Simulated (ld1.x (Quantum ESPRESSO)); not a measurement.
Plane-wave convergence, TM potential for sulfur

* Element: sulfur
* Generator: ld1.x (Quantum ESPRESSO) 7.5
* Type: norm-conserving Troullier–Martins (Kleinman–Bylander form)
* Functional: Wu–Cohen
* Relativity: scalar-relativistic
* Frozen core: [Ne]
* Valence charge: 6
* Reference configuration: 3s2 3p3.5 (charge +0.5)
* Partial waves: 3s (bound): rc 1.10 bohr; 3p (bound): rc 1.70 bohr; 3d channel at 0.5 Ry: rc 1.85 bohr
* Local potential: all-electron potential smoothed inside 1.70 bohr (lloc = -1)
* Core correction: Bessel-smoothed model core inside 0.70 bohr

The pseudo-atom Hamiltonian at the reference potential is diagonalised in spherical Bessel functions j_l(qr) that vanish at 20 bohr, with q² up to the cutoff. All-electron valence levels (Ry): 3s -1.6315, 3p -0.8585.

Question: How do the lowest levels (Ry) of each channel move with the cutoff, and are there ghosts?

Answer:

```csv
cutoff (Ry),s #1,p #1,p #2,d #1,d #2,f #1,f #2,Σ f·Δε (mRy)
8,-1.4974,-0.8362,-0.0857,-0.0388,0.0326,0.0396,0.1557,346.2
18,-1.5906,-0.8568,-0.0877,-0.0455,0.0252,0.0396,0.1557,87.7
40,-1.6093,-0.8585,-0.0878,-0.0497,0.0213,0.0396,0.1557,44.6
60,-1.6271,-0.8585,-0.0878,-0.0498,0.0212,0.0396,0.1557,8.9
110,-1.6302,-0.8585,-0.0878,-0.0498,0.0212,0.0396,0.1557,2.7
180,-1.6313,-0.8585,-0.0878,-0.0498,0.0212,0.0396,0.1557,0.5
400,-1.6315,-0.8585,-0.0878,-0.0498,0.0212,0.0396,0.1557,0.0
```

Result: no extra level below or beside the all-electron valence levels (s, p, d, f tested); 10 mRy is reached at 60 Ry and 1 mRy at 140 Ry.
